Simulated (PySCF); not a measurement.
# How methods differ on the excitation energy of Mn²⁺

Mn²⁺ [Ar] 3d5 (6S) → Mn²⁺ [Ar] 3d4 4p1 (high-spin determinant), as a difference of total energies. All numbers are calculated (PySCF 2.14, scalar relativity by spin-free X2C-1e, in x2c-TZVPPall with one added diffuse shell each of s, p, d, f type (7s6p5d3f1g, 80 functions)). Correlated levels: valence and next inner shell: [Ne] frozen. The calculations carry no spin-orbit coupling.

| method | excitation energy (eV) |
| --- | --- |
| UHF | 12.990 |
| MP2 (valence and next inner shell) | 13.918 |
| SCS-MP2 (valence and next inner shell) | 13.539 |
| CCSD (valence and next inner shell) | 13.611 |
| CCSD(T) (valence and next inner shell) | 13.615 |

Question: How much does correlation contribute at CCSD(T) (valence and next inner shell)?

Answer: 13.615 − (12.990) = 0.625 eV, measured against UHF.

The determinant of the upper state mixes LS terms, which raises its energy above the lowest term, most at the Hartree-Fock and MP2 levels.
